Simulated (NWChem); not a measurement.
System: C2H6FY; SMILES [CH3][Y]([CH3])[F]

Computed with NWChem. The geometry was optimised at PBE0/def2-SVP. Not confirmed as a minimum by frequencies. def2 effective core potentials on Y; no spin-orbit coupling. Ions are spin-unrestricted doublets at the neutral geometry; other ion states weren't tried.

**Question.** What does the run give for PBE/def2-SVP? Quantities: vertical ionisation energy, ΔSCF (eV); −ε(HOMO) (eV).

**Answer.** 
- vertical ionisation energy, ΔSCF (eV) = 8.13
- −ε(HOMO) (eV) = 5.14
